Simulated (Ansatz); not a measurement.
One change: `C=CCSC=C` becomes `C=CC[Se]C=C`.

Ansatz, PBE0-D4/def2-TZVP geometries, multiplicity 1. Each molecule was computed in one conformer, which needn't be the lowest.

Scalar relativity is left out up to krypton.

```tsv
property	`C=CCSC=C`
HOMO energy (PBE/def2-TZVPP) / eV	-5.15
LUMO energy (PBE/def2-TZVPP) / eV	-1.27
LUMO energy (PBE0/def2-TZVPP) / eV	-0.27
HOMO energy (B3LYP/def2-TZVPP) / eV	-6.00
HOMO–LUMO gap (PBE/def2-TZVPP) / eV	3.88
HOMO energy (PBE0/def2-TZVPP) / eV	-6.21
```

**Question.** What does the change do to each property? (Best estimate.)

**Answer.** The calculation gave: 
```tsv
property	`C=CC[Se]C=C`	shift
HOMO energy (PBE/def2-TZVPP) / eV	-5.08	0.07
LUMO energy (PBE/def2-TZVPP) / eV	-1.23	0.04
LUMO energy (PBE0/def2-TZVPP) / eV	-0.24	0.03
HOMO energy (B3LYP/def2-TZVPP) / eV	-5.90	0.10
HOMO–LUMO gap (PBE/def2-TZVPP) / eV	3.85	-0.03
HOMO energy (PBE0/def2-TZVPP) / eV	-6.10	0.11
```

B3LYP here is the variant with VWN-RPA as its local correlation; programs differ in this.

Spin–orbit coupling is left out; it splits and shifts lone-pair levels of the heavy atoms by tenths of an eV.
